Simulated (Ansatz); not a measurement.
Problem. Name a neutral molecule of C, O and H with HOMO–LUMO gap (B3LYP/def2-TZVPP) between 8.30 and 8.60 eV and HOMO–LUMO gap (ωB97M-V/def2-TZVPP) between 12.60 and 12.90 eV (Ansatz, PBE0-D4/def2-TZVP geometry).

Solution. `CC1CCOCO1` (8.38 eV, 12.79 eV); `C1COCOC1` (8.45 eV, 12.90 eV); `CCOCOCC` (8.45 eV, 12.89 eV); `CCOC(OCC)(OCC)OCC` (8.43 eV, 12.72 eV). Other molecules can fit too; these were computed, each in one conformer that needn't be the lowest.

B3LYP here is the variant with VWN-RPA as its local correlation; programs differ in this.
